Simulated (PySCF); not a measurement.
The vertical singlet excitations below were computed for one of the candidates. Theory: TDDFT PBE0/def2-SVPD, vertical, gas phase, core orbitals frozen in the response in PySCF 2.14.0, density-fitted response routines. Geometries: GFN2-xTB, one conformer each.

| state | E (eV) | λ (nm) | f |
| --- | --- | --- | --- |
| S1 | 5.88 | 211.0 | 0.0054 |
| S2 | 6.26 | 198.2 | 0.031 |
| S3 | 6.28 | 197.4 | 0.058 |
| S4 | 6.51 | 190.4 | 0.0047 |
| S5 | 6.82 | 181.9 | 0.0010 |
| S6 | 6.94 | 178.7 | 0.019 |

Triplets computed (Tamm–Dancoff): 4.38, 5.38 eV.

Question: Which structure fits? All have the formula C6H6O2S.
A. `C#CC1=CCCS1(=O)=O`
B. `C#C[C@@H]1C=CS(=O)(=O)C1`
C. `C1=C2OCCOC2=CS1`
D. `CC(=O)Oc1cccs1`

Answer: B. Its S1, at 5.88 eV, is the highest among the candidates; the nearest of the others has S1 at 5.31 eV. S1 is HOMO→LUMO (60%), HOMO-1→LUMO (34%). Löwdin shares by element: HOMO carbon 32% or more, oxygen 30% (atoms not listed hold the other 38%); LUMO carbon 70% or more, sulfur 5% (atoms not listed hold the other 25%). At the same level the other candidates give, for their lowest levels:
- `C#CC1=CCCS1(=O)=O`: 4.91 eV (f 0.003); 5.36 eV (f 0.193); 5.87 eV (f 0.003); 5.99 eV (f 0.002); 6.02 eV (f 0.004); T1 3.36 eV; HOMO -7.67, LUMO -1.70 eV
- `CC(=O)Oc1cccs1`: 5.17 eV (f 0.245); 5.56 eV (f 0.002); 5.68 eV (f 0.001); 5.79 eV (f 0.045); 6.08 eV (f 0.020); T1 3.58 eV; HOMO -6.69, LUMO -0.78 eV
- `c1scc2c1OCCO2`: 5.31 eV (f 0.155); 5.54 eV (f 0.068); 5.61 eV (f 0.005); 5.73 eV (f 0.006); 5.93 eV (f 0.001); T1 3.63 eV; HOMO -6.38, LUMO -0.29 eV
